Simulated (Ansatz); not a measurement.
`F[SiH]1BO1` + H₂ → `B1O[SiH2]1` + H–F at 500 K and 1 bar (hydrogenolysis of the Si–F bond).

Program: Ansatz. Geometries: PBE0-D4/def2-TZVP. ΔE: electronic, gas phase. CBS: MP2 limit from def2 TZ/QZ plus the TZ coupled-cluster correction, frozen cores. This one scheme is used for every species.

| species | CCSD(T)/CBS energy (Eh) | H − E (kJ/mol) | S (J/(mol·K)) |
| --- | --- | --- | --- |
| `F[SiH]1BO1` | -490.11970 | 104.2 | 326.9 |
| H₂ | -1.17544 | 41.0 | 145.5 |
| `B1O[SiH2]1` | -390.85529 | 113.1 | 301.7 |
| H–F | -100.39570 | 39.4 | 188.7 |

H − E and S are ideal-gas, rigid-rotor, harmonic terms from PBE0-D4/def2-TZVP, for one conformer and one mirror image of each species. The MP2-based limit puts H₂ 0.8 mEh under its directly extrapolated value; such offsets cancel only in part. 1 Eh = 2625.50 kJ/mol, R = 8.31446 J/(mol·K).

Question: By hand: ΔE, ΔH, ΔS and ΔG.

Answer: ΔE = (-390.85529) + (-100.39570) − (-490.11970) − (-1.17544) = 0.04415 Eh = 115.9 kJ/mol. Δ(H − E) = 113.1 + 39.4 − 104.2 − 41.0 = 7.3, so ΔH = 123.2 kJ/mol. ΔS = 301.7 + 188.7 − 326.9 − 145.5 = 18.0 J/(mol·K). ΔG = 123.2 − 500 × (18.0)/1000 = 114.2 kJ/mol.

Question: By hand: the equilibrium constant, and the temperature at which ΔG would vanish if ΔH and ΔS stayed fixed.

Answer: log₁₀ K = −ΔG/(RT ln 10) = -11.9. ΔG = 0 at ΔH/ΔS = 6844 K, far beyond where these terms or the molecules hold.

ΔH outweighs TΔS. A doubt of 5 kJ/mol in ΔE shifts log₁₀ K by 0.5 here. Other conformers and mirror images would add mixing entropy, several J/(mol·K) or more a flexible species. These are equilibria of isolated gas molecules and say nothing of rates. Largest T1 diagnostic: 0.017 (customary marks: 0.02 for closed shells, 0.045 for open ones).
